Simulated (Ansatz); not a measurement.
Wavefunction ladder for CH6AlClOSi, SMILES `[OH][Al]([Cl])[CH2][SiH3]`

```xyz
11

O     0.0661    2.1888   -1.5025
Al    0.6388    1.2812   -0.2008
Cl    1.3911    2.2780    1.4875
C     0.5802   -0.6427   -0.2730
Si   -0.8830   -1.4113    0.5999
H     0.0527    3.1445   -1.5152
H     1.4941   -1.0407    0.1816
H     0.5611   -0.9483   -1.3245
H    -2.1542   -0.9128    0.0067
H    -0.8730   -1.0407    2.0412
H    -0.8740   -2.8960    0.4991
```

The species carries charge 0 and has multiplicity 1. Geometry: relaxed with PBE0-D4/def2-TZVP. It is one conformer, not always the lowest. Frozen core, restricted reference, the Gaussian-basis code of Ansatz. CBS rows extrapolate triple and quadruple zeta; past MP2 they add the triple-zeta difference.

```json
{"basis": "def2-SVP", "HF (Eh)": "-1106.32258", "MP2 corr.": "-0.62370"}
{"basis": "def2-TZVPP", "HF (Eh)": "-1106.81110", "MP2 corr.": "-0.80735"}
{"basis": "def2-QZVPP", "HF (Eh)": "-1106.84566", "MP2 corr.": "-0.87345"}
```

Task: Estimate the CCSD correlation energy and the (T) correction in each basis where they were run (hartree).

Result: 
```json
{"basis": "def2-SVP", "CCSD corr.": "-0.67852", "(T)": "-0.01600"}
{"basis": "def2-TZVPP", "CCSD corr.": "-0.86048", "(T)": "-0.03258"}
{"basis": "CBS(def2)", "CCSD corr.": "-0.97555", "(T)": "as TZ"}
```
